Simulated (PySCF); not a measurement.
PySCF 2.14 output of an unrestricted LDA calculation on a single atom or ion in dyall-acv3z, with the non-relativistic Hamiltonian (point nucleus):

```
SCF conv_tol = 1e-09
number electrons alpha = 7  beta = 5
    P. A. M. Dirac.,  Math. Proc. Cambridge Philos. Soc. 26, 376 (1930)
    F. Bloch.,  Z. Phys. 57, 545 (1929)
    S. H. Vosko, L. Wilk, and M. Nusair.,  Can. J. Phys. 58, 1200 (1980)
cycle= 1 E= -198.953428109377  delta_E= -0.0146  |g|= 0.0564  |ddm|= 0.63
cycle= 2 E= -198.953580038334  delta_E= -0.000152  |g|= 0.045  |ddm|= 0.133
cycle= 3 E= -198.953826018396  delta_E= -0.000246  |g|= 0.000691  |ddm|= 0.0164
cycle= 4 E= -198.953826103008  delta_E= -8.46e-08  |g|= 7.87e-05  |ddm|= 0.0104
cycle= 5 E= -198.953826105634  delta_E= -2.63e-09  |g|= 4.94e-06  |ddm|= 0.00194
cycle= 6 E= -198.953826105703  delta_E= -6.89e-11  |g|= 9.92e-08  |ddm|= 0.000448
converged SCF energy = -198.953826105703  <S^2> = 2.0000646  2S+1 = 3.0000431
```

The run itself started from symmetry-adapted Hartree-Fock orbitals and held the occupation by maximum overlap, on a logarithmic radial grid, so the iterations belong to that start.

Q: Which element, charge and spin multiplicity is this?

A: Mg (magnesium, neutral), multiplicity 3; the state was [Ne] 3s1 4s1, high-spin 3S determinant (an excited configuration).

The outer electron is Rydberg-like, and this basis confines it to a smaller radius and binds it less than a complete one would.
